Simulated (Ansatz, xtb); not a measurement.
**Relative energy of two isomers of ClGeH6NSi2**

Structure a is `[SiH3][N]([SiH3])[Ge][Cl]`, a singlet and structure b is `[SiH3][N]([GeH])[SiH2]Cl`, a singlet. Both are isolated molecules in the gas phase, relaxed with PBE0-D4/def2-SVP; the shapes shown needn't be the lowest conformers.

a (Å):

```xyz
11

Cl   -1.9148    2.1525   -0.0939
Ge   -1.0526    1.2041    1.7248
N     0.0965    0.0493    0.8532
Si    0.2676   -0.0652   -0.9113
Si    1.0884   -1.0122    1.8551
H     1.3062   -1.1213   -1.1360
H    -0.9983   -0.5004   -1.5637
H     0.7543    1.2109   -1.5045
H     0.7459   -0.7070    3.2793
H     2.5440   -0.7643    1.6337
H     0.7980   -2.4499    1.5752
```

b (Å):

```
atom    x (Å)    y (Å)    z (Å)
  Cl   2.2097  -0.2773  -0.2196
  Ge  -1.7942  -1.1703   2.3437
   N  -0.5463  -1.0118   0.9788
  Si  -0.9389  -1.5027  -0.6733
  Si   0.9985  -0.3523   1.4751
   H  -0.8512  -0.3531  -1.6193
   H  -0.0456  -2.6006  -1.1430
   H  -2.3482  -1.9975  -0.6245
   H  -0.7474  -0.5664   3.4206
   H   1.6864  -1.2265   2.4602
   H   0.8732   1.0399   1.9793
```

Quicker runs give these differences E(b) − E(a): GFN2-xTB +19.3 kcal/mol; HF/STO-3G +20.7 kcal/mol (at GFN2-xTB geometries); r2SCAN-D4/def2-SVP +7.6 kcal/mol (at GFN2-xTB geometries).

Estimate E(b) − E(a) at the level CCSD(T)/def2-SVP + ΔMP2/def2-TZVPP.

Calculated at CCSD(T)/def2-SVP + ΔMP2/def2-TZVPP: E(b) − E(a) = +7.0 kcal/mol, so structure a lies lower.

Level by level:

```
                             level          geometry  E(b) − E(a) (kcal/mol)  departure from the last row (kcal/mol)  job, with rough time for the two
                          GFN2-xTB          GFN2-xTB                     +19.3                                   +12.2              optimisation, 0.56 s
                         HF/STO-3G          GFN2-xTB                     +20.7                                   +13.7               single point, 0.8 s
                r2SCAN-D4/def2-SVP          GFN2-xTB                      +7.6                                    +0.6               single point, 8.1 s
                  PBE0-D4/def2-SVP  PBE0-D4/def2-SVP                      +8.5                                    +1.5                optimisation, 77 s
                       HF/def2-SVP  PBE0-D4/def2-SVP                      +7.5                                    +0.5           part of the CCSD(T) run
                      MP2/def2-SVP  PBE0-D4/def2-SVP                      +7.7                                    +0.7           part of the CCSD(T) run
                  CCSD(T)/def2-SVP  PBE0-D4/def2-SVP                      +7.6                                    +0.6                      single point
CCSD(T)/def2-SVP + ΔMP2/def2-TZVPP  PBE0-D4/def2-SVP                      +7.0                                                        single point, 85 s
```

As drawn, b has 1 Cl–Si, 1 Ge–H in place of 1 Cl–Ge, 1 Si–H.

The levels shown agree on the order. The largest departure from CCSD(T)/def2-SVP + ΔMP2/def2-TZVPP is that of HF/STO-3G, 13.7 kcal/mol. The last row adds to CCSD(T) the change of the MP2 difference between the two basis sets, here −0.6 kcal/mol.

With thermal terms from frequencies at re-optimised GFN2-xTB minima (ideal gas, soft modes damped towards free rotors, one conformer each, 298.15 K, 1 atm): on the last row, ΔE + ΔZPE = +6.1, ΔH = +5.9, ΔG = +6.6 kcal/mol.

The correlated steps freeze 25 core orbitals; the filled d shell of Ge is correlated, in a basis made for valence electrons. Run with Ansatz 0.2.0, xtb 6.7.1; the last row on 2 threads of Arm Neoverse V2 on a shared host.
